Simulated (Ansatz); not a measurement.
CH5S (SMILES C[SH2+]), charge +1, singlet, geometry from GFN2-xTB, atoms displaced at random by about 0.05 Å a coordinate. Base run: HF/6-31G* run with Ansatz (a quantum-chemistry and plane-wave program).

Input for Ansatz:
Ansatz 0.2 input:
```yaml
crystal:
  periodic: [false, false, false]
  atoms:
    - {symbol: C, position_ang: [0.02777056, 1.17266414, -0.06008231]}
    - {symbol: S, position_ang: [-0.03201079, -0.60902899, 0.13076978]}
    - {symbol: H, position_ang: [1.30853476, -0.88830879, -0.14765074]}
    - {symbol: H, position_ang: [-1.04049563, 1.41954958, 0.07141471]}
    - {symbol: H, position_ang: [0.55112612, 1.66088379, 0.77242756]}
    - {symbol: H, position_ang: [0.40981745, 1.42580338, -1.09908462]}
    - {symbol: H, position_ang: [-0.59566461, -0.98430692, -1.06567765]}
basis:
  gaussian:
    orbitals: 6-31G*
hamiltonian:
  xc: hf
total_charge: 1
relax: {}
```

Each row names what was changed in the base input (with any setting that the change needs).

```tsv
change	ΔE vs base (kJ/mol)	optimiser steps
base	0.00	6
relax = max_displacement: 0.02	0.00	7
relax = escape_saddle: false	0.00	6
relax = max_displacement: 0.5	0.00	5
relax = f_tol: 0.05	0.01	5
relax = f_tol: 0.0005	0.00	8
relax = f_tol: 0.002	0.00	7
```
